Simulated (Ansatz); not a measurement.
Reaction (cleavage of the B–B bond): `BBC[SiH3]` + `C[NH][GeH3]` → `B[N](C)[GeH3]` + `BC[SiH3]`

Computed with Ansatz on PBE0-D4/def2-TZVP structures; ΔE is electronic, products minus reactants. CCSD(T)/CBS adds triple-zeta CCSD(T) − MP2 to the extrapolated MP2 energy (def2 sets, frozen cores). DFT in def2-TZVPP. For Ge outer-core shells are correlated without core-valence functions, which leaves a few kJ/mol of doubt a bond. Scalar relativity is left out up to krypton. Each species was taken in one conformer, which may not be the lowest.

| level | ΔE (kJ/mol) | difference from CCSD(T)/CBS |
| --- | --- | --- |
| PBE-D4 | -156.5 | 10.6 |
| r2SCAN-D4 | -159.4 | 7.7 |
| BHLYP-D4 | -165.4 | 1.7 |
| CAM-B3LYP-D4 | -166.5 | 0.6 |
| ωB97M-V | -166.4 | 0.7 |
| MP2/def2-TZVPP | -178.1 | -11.0 |
| SCS-MP2/def2-TZVPP | -175.2 | -8.1 |
| CCSD(T)/def2-TZVPP | -171.0 | -3.9 |
| MP2/def2-QZVPP | -175.8 | -8.7 |
| HF/CBS(def2) | -159.4 | 7.7 |
| CCSD(T)/CBS | -167.1 | 0 |

Largest T1 diagnostic among the species: 0.013.

Leaving LDA and LC-ωPBE aside and taking each functional with its dispersion term where it has one, the values, not all of them listed here, spread over 16.4 kJ/mol, from B2PLYP to B97M-V. LDA lies −12.2 kJ/mol from PBE without D4. In def2-TZVPP, CCSD(T) changes the Hartree–Fock value by −11.4 kJ/mol (the triples alone add −3.2 kJ/mol) and MP2 by −18.5 kJ/mol.
